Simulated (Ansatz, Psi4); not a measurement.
Ansatz (a program for electronic structure) was given this input:
Ansatz 0.2 input:
```yaml
crystal:
  periodic: [false, false, false]
  atoms:
    - {symbol: O, position_ang: [-0.00434124, 0.04793050, 1.16904018]}
    - {symbol: C, position_ang: [0.01699507, 1.22054995, 0.39478422]}
    - {symbol: C, position_ang: [-0.01760528, -1.04457952, 0.36698234]}
    - {symbol: C, position_ang: [0.01553600, 0.75294446, -0.91996930]}
    - {symbol: C, position_ang: [-0.00610386, -0.66403323, -0.93846348]}
    - {symbol: H, position_ang: [-0.03459745, -2.01935969, 0.83917224]}
    - {symbol: H, position_ang: [0.02893664, 1.37399554, -1.81376634]}
    - {symbol: H, position_ang: [-0.01254091, -1.32736979, -1.79773000]}
basis:
  gaussian:
    orbitals: STO-3G
total_charge: -1
magnetization: {spin_polarized: false}
correlation: {method: ccsd_t, electrons: outside_noble_gas}
accuracy: high
```

Task: Give the equivalent Psi4 input.

Result: One answer among several that fit: 
```
memory 2 GB

molecule mol {
-1 1
  O    -0.004341    0.047931    1.169040
  C     0.016995    1.220550    0.394784
  C    -0.017605   -1.044580    0.366982
  C     0.015536    0.752944   -0.919969
  C    -0.006104   -0.664033   -0.938463
  H    -0.034597   -2.019360    0.839172
  H     0.028937    1.373996   -1.813766
  H    -0.012541   -1.327370   -1.797730
}

set basis sto-3g
set reference rhf
set freeze_core true
set mp2_type conv
set scf_type pk
set puream true
set d_convergence 1e-8

energy('ccsd(t)')
print_variables()
```

Both were run: Ansatz gave -225.280072 Eh and Psi4 -225.280072 Eh, 0.000 mEh apart.
